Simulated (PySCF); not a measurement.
## Working with the constants of BTe⁻

RHF-CCSD(T) constants of BTe⁻, ¹Σ⁺ (singlet), closed shell (B aug-cc-pVDZ, Te aug-cc-pVDZ-PP with ECP28; scalar-relativistic core potentials (PySCF 2.14); masses 11.0093 and 129.9062 u):

```
ωe   : 650.5 cm⁻¹
ωexe : 3.14 cm⁻¹
Be   : 0.37764 cm⁻¹
αe   : 0.00266 cm⁻¹
```

What force constant and bond length do these constants imply?

Reduced mass μred = 10.149 u; k = 5.8918×10⁻⁷·μred·ωe² (u, cm⁻¹, mdyn/Å) = 2.53 mdyn/Å; Re = √(16.8576/(μred·Be)) (u, cm⁻¹, Å) = 2.097 Å.

Estimate the centrifugal constant D from the Kratzer relation and find the Dunham coefficient a1.

D = 4Be³/ωe² = 5.09e-07 cm⁻¹; a1 = −1 − αeωe/(6Be²) = -3.02.

Correlated steps freeze 5 core orbitals. These are scalar-relativistic numbers at best; spin–orbit coupling would shift them, the dissociation energy most. The CCSD T1 diagnostic is raised, a sign that a single reference may not be enough here.
